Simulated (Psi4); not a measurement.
## SnH3O2 (SMILES [OH][SnH][OH]): entropy by statistical mechanics

A doublet with charge 0, relaxed at U-wB97X-D/def2-SVP (density fitting, core potential) (Psi4 1.11):

```xyz
6

O    -1.2633   -0.6928   -0.2345
Sn    0.4241    0.3075   -0.6460
O     1.3870   -0.0717    1.0558
H    -1.9151   -0.7272   -0.9417
H     0.1211    2.0380   -0.5548
H     1.0773   -0.8877    1.4680
```

Harmonic wavenumbers in cm⁻¹: 149, 168, 277, 494, 526, 591, 619, 754, 830, 1705, 3897, 3931.

Masses in u: O 15.999, Sn 118.71, H 1.008. Take T = 298.15 K, p = 1 bar, R = 8.3145 J/(mol K), kT/hc = 207.22 cm⁻¹, rigid rotor and harmonic oscillator.

Task: Compute the standard molar entropy.

Result: 
1. Translation (Sackur–Tetrode): S = R[3/2 ln M + 5/2 ln T − 1.1517] with M = 153.732 gives 171.7 J/(mol K).
2. Rotation: principal moments 51.159, 82.486, 128.544 u Å² give A, B, C = 0.3295, 0.2044, 0.1311 cm⁻¹; the symmetry number is σ = 1; q = (√π/σ)√((kT/hc)³/ABC) = 56267; S = R(ln q + 3/2) = 103.4.
3. Vibration: with u = ν̃/207.22, each mode gives R[u/(eᵘ − 1) − ln(1 − e⁻ᵘ)]; the sum is 38.8, most from 149 cm⁻¹ (11.2), 168 cm⁻¹ (10.3), 277 cm⁻¹ (6.5).
4. Spin and the two mirror images of this shape: R ln 4 = 11.5.
5. Sum: 171.7 + 103.4 + 38.8 + 11.5 = 325.4 J/(mol K).

No measured value is set beside it here. Where a soft mode is a torsion, a harmonic oscillator describes it poorly.
